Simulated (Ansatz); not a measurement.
Stepwise reaction of `[CH3][Zr]([CH3])([OH])[OH]` with ammonia, as a gas-phase model of exchange steps in deposition or etching. ΔE in kJ/mol; ΔG adds harmonic PBE0-D4 terms to CCSD(T)/CBS, at 1 bar.

Gas-phase electronic energies from Ansatz, PBE0-D4/def2-TZVP geometries. CCSD(T)/CBS adds triple-zeta CCSD(T) − MP2 to the extrapolated MP2 energy (def2 sets, frozen cores). This one scheme is used for every species. DFT in def2-TZVPP. B3LYP here is the variant with VWN-RPA as its local correlation; programs differ in this. def2 core potentials past Kr. For Zr outer-core shells are correlated without core-valence functions, which leaves a few kJ/mol of doubt a bond. One conformer a species, not always the lowest.

```tsv
step	reaction	PBE-D4	B3LYP-D4	ωB97M-V	CCSD(T)/CBS	ΔG(500 K)
2	`[CH3][Zr]([NH2])([OH])[OH]` + NH₃ → `[NH2][Zr]([NH2])([OH])[OH]` + CH₄	-100.8	-106.0	-101.6	-99.7	-96.0
```

(1) Give the row of step 1, `[CH3][Zr]([CH3])([OH])[OH]` + NH₃ → `[CH3][Zr]([NH2])([OH])[OH]` + CH₄. (An estimate is asked.)

(2) By hand: ΔE of the 2 steps together at CCSD(T)/CBS.

Answers

(1) Ansatz gave: 
```json
{"step": "1", "reaction": "`[CH3][Zr]([CH3])([OH])[OH]` + NH₃ → `[CH3][Zr]([NH2])([OH])[OH]` + CH₄", "PBE-D4": "-113.1", "B3LYP-D4": "-118.3", "ωB97M-V": "-114.5", "CCSD(T)/CBS": "-114.2", "ΔG(500 K)": "-103.8"}
```

(2) (-114.2) + (-99.7) = -213.9 kJ/mol, or -107.0 kJ/mol a step.

In ΔE each step is higher than the one before. All are downhill at CCSD(T)/CBS. ΔG lies between -103.8 and -96.0 kJ/mol a step. PBE-D4 differs from CCSD(T)/CBS by -1.1 to 1.1 kJ/mol a step. Only this route is followed, and other bonds may react first. Isolated molecules leave out the surface, adducts and barriers. Largest T1 diagnostic: 0.016.
